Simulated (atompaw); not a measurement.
# u(r) = r·R(r): atom against pseudo-atom (F)

Columns: radius, all-electron u(r) and pseudo u(r) of the 2s shell (level -47.39 eV) of fluorine in the configuration [He] 2s2 2p4; PBE, scalar-relativistic, PAW (atompaw) scheme, atompaw 4.2.0.5.

```tsv
r (bohr)	all-electron	pseudo
0.048	-0.3885	0.1262
0.096	-0.4679	0.2505
0.144	-0.3811	0.3710
0.192	-0.2128	0.4861
0.240	-0.0131	0.5939
0.288	0.1889	0.6933
0.337	0.3809	0.7846
0.385	0.5468	0.8633
0.433	0.6875	0.9306
0.481	0.8025	0.9861
0.529	0.8926	1.0297
0.577	0.9600	1.0615
0.625	1.0070	1.0821
0.673	1.0364	1.0920
0.721	1.0507	1.0920
0.769	1.0524	1.0832
0.817	1.0438	1.0666
0.865	1.0266	1.0435
0.913	1.0029	1.0149
0.962	0.9733	0.9814
1.010	0.9404	0.9455
1.058	0.9047	0.9076
1.106	0.8670	0.8684
1.154	0.8281	0.8286
1.202	0.7887	0.7888
1.250	0.7492	0.7492
```

How many radial nodes do the two functions have?

The all-electron 2s function has n − l − 1 = 1; the pseudo-wave has 0, since the states of the same l below it are removed with the core.

Is the pseudo-wave norm-conserving?

No, it belongs to a PAW set: the norm inside the radius is not constrained, and the difference is carried by the augmentation charge.
